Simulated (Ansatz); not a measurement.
`[SH][Al]([Cl])[Cl]` + `FCS` → `[SH][Al]([SH])[Cl]` + `FCCl`  (formal exchange of groups at the Al–Cl bond)

Isolated molecules relaxed with PBE0-D4/def2-TZVP in Ansatz; ΔE leaves out vibrations. CCSD(T)/CBS is the MP2 limit (def2-TZVPP, def2-QZVPP) plus CCSD(T) − MP2 in def2-TZVPP, frozen cores. This one scheme is used for every species. Functionals use def2-TZVPP. Each species was taken in one conformer, which may not be the lowest.

`[SH][Al]([Cl])[Cl]`:

Cartesian coordinates in Å:
```
S 1.252 1.125 -0.356
Al -0.337 -0.134 0.382
Cl -1.078 0.198 2.293
Cl -1.126 -1.663 -0.787
H 1.289 0.474 -1.532
```

`FCS`:

```xyz
6

F    -0.455    0.965   -1.095
C    -0.390   -0.114   -0.245
S     0.449    0.254    1.291
H     0.106   -0.930   -0.771
H    -1.407   -0.404    0.024
H     1.697    0.229    0.796
```

`[SH][Al]([SH])[Cl]`:

Cartesian coordinates in Å:
```
S 0.989 0.551 -1.847
Al 0.000 -0.001 0.001
S -1.662 1.191 0.715
Cl 0.645 -1.669 1.084
H 1.843 -0.483 -1.753
H -1.815 0.411 1.800
```

`FCCl`:

Z-matrix (Å, degrees):
```
C
F 1 1.355
Cl 1 1.766 2 110.5
H 1 1.089 2 109.3 3 -118.4
H 1 1.089 2 109.3 3 118.4
```

```
  level  ΔE (eV)
PBE0-D4     0.57
    PBE     0.56
 r2SCAN     0.60
r2SCANh     0.61
```

Q: What does CCSD(T)/CBS give? (An estimate is asked.)

A: Ansatz gave: +0.62 eV. The listed levels differ from it by -0.05, -0.06, -0.02, -0.01 eV.

Largest T1 diagnostic among the species: 0.011.

At CCSD(T), def2-SVP lies +0.03 eV from the extrapolated value and def2-TZVPP −0.02 eV. Leaving LDA and LC-ωPBE aside and taking each functional with its dispersion term where it has one, the values, not all of them listed here, spread over 0.09 eV, from PBE-D4 to BHLYP-D4.
